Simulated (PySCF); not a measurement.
A GIAO shielding run with PySCF 2.14 (density fitting, non-relativistic, gas phase) on SMILES CC[Si@@H]1[Si@@H](O)[SiH2][Si@@H]1C#N, C$_{3}$H$_{11}$NOSi$_{4}$:

```
$ OMP_NUM_THREADS=1 python probes_run.py task.json out

{"job": {"kind": "nmr", "xc": "PBE0", "basis": "pcSseg-1"}, "charge": 0, "multiplicity": 1}
C      2.633132    -1.151221    -0.411143
C      1.770641    -0.505921     0.663502
Si     0.569862     0.800968    -0.039012
Si    -1.164417     1.387627     1.457481
O     -1.608755     2.946785     1.202521
Si    -2.751478     0.215399     0.179035
Si    -1.079527    -0.181631    -1.456772
C     -0.784824    -2.001107    -1.740381
N     -0.588857    -3.126990    -1.854866
H      3.315295    -1.881067     0.022104
H      3.225454    -0.400481    -0.930622
H      2.011300    -1.663509    -1.142460
H      2.419328    -0.062185     1.421514
H      1.194646    -1.284444     1.168087
H      1.431647     1.842198    -0.647228
H     -0.986269     1.230178     2.911655
H     -1.115278     3.688570     1.539792
H     -3.282586    -1.006173     0.801710
H     -3.954438     0.912715    -0.293545
H     -1.260026     0.250967    -2.854407
```

Hardware: 1 thread of an Arm Neoverse V2, shared host. The job also computes population analyses, field gradients, ring-centre shieldings.

(1) How large is the calculation?

(2) How long does it take, and how much memory does it need?

Results:

(1) 100 electrons, 236 basis functions and 1316 auxiliary functions.

(2) 54 s of wall time, with 15 SCF cycles and 5 response iterations; peak memory 1.1 GiB. Times on a shared host scatter by some tens of per cent.
